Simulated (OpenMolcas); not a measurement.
F3+: CASPT2 settings compared

```
Program             : OpenMolcas
Basis               : ANO-R3 [4s4p2d1f]
Scalar Hamiltonian  : X2C, finite nucleus
Active space        : 2 electrons in 3 orbitals (2p)
State averaging     : 2S+1 = 3 even, 3 roots; 2S+1 = 1 even, 6 roots kept (CI in the orbitals of an earlier block)
Spin-orbit coupling : RASSI with atomic mean-field integrals over the reference wave functions, term energies averaged over their components
```

Methods on the same reference wave functions:
A. CASSCF
B. SS-CASPT2, IPEA 0.15 Eh, imaginary shift 0.2 Eh (closed shells correlated: 2s)
C. SS-CASPT2, IPEA 0.6 Eh, real shift 0.2 Eh (closed shells correlated: 2s)
D. SS-CASPT2, IPEA 0.15 Eh, imaginary shift 0.1 Eh (closed shells correlated: 1s 2s)

Energies in cm-1 above 2s2 2p2 3P0, the measured ground level; measured values from Moore, Atomic Energy Levels, vol. I, NSRDS-NBS 35 (1971 reprint of NBS Circular 467, 1949).

| Level | A | B | C | D | Measured |
| --- | --- | --- | --- | --- | --- |
| 2s2 2p2 3P0 | 0.0 | 0.0 | 0.0 | 0.0 | 0.0 |
| 2s2 2p2 3P1 | 220 | 221 | 221 | 221 | 225 |
| 2s2 2p2 3P2 | 647 | 648 | 648 | 648 | 613 |
| 2s2 2p2 1D2 | 28014 | 25920 | 25670 | 25940 | 25241 |
| 2s2 2p2 1S0 | 69379 | 57990 | 58290 | 57950 | 53544 |

Deviations, from unrounded energies. A percentage is the sum of absolute deviations over the sum of measured energies, with the sign that they share, or ± where signs differ.

```
                        Against measurement  Levels      A     B     C     D
             mean absolute deviation (cm-1)       4   4700  1300  1300  1300
      fine structure of the ground term (%)       2   ±4.6  ±4.6  ±4.6  ±4.6
other terms of the ground configuration (%)       2  +23.6  +6.5  +6.6  +6.5
```

B, C, D lie about equally close to measurement and A furthest from it. The largest miss of D in the table is 2s2 2p2 1S0, by +4400 cm-1. The ranking rests on the paired levels alone, and a cruder setting can come out closer through cancelling errors.

Among B to D the level of the table that moves most is 2s2 2p2 1S0, by 350 cm-1 (lowest in D, highest in C). Moves below CASPT2's spread within the term are not significant.

The mean deviations of B to D differ by less than CASPT2's widest spread within a term (150 cm-1), so their order carries little weight.

From A to B the spin-free energies of the other terms of 2s2 2p2 shown, above 3P, scale by factors of 0.83 to 0.92.

The lowest spin-free term lies below A's lowest term by 0.091 hartree in B, 0.086 hartree in C, 0.103 hartree in D.

CASPT2 does not keep the components of a term degenerate, so their means are used; among the terms shown or strongly mixed into the levels shown the widest spread is 150 cm-1 (2s2 2p2 1D, C). Terms from blocks run as CI alone lack orbitals of their own. With the s shell closed, the reference lacks s² → p² mixing. Computed and measured levels are paired by configuration, term and J; levels that our copy of the source lacks, or whose pairing is in doubt (as where it misses far off the trend of its configuration), stay unpaired and out of the deviations. Levels of configurations outside the active space are missing.
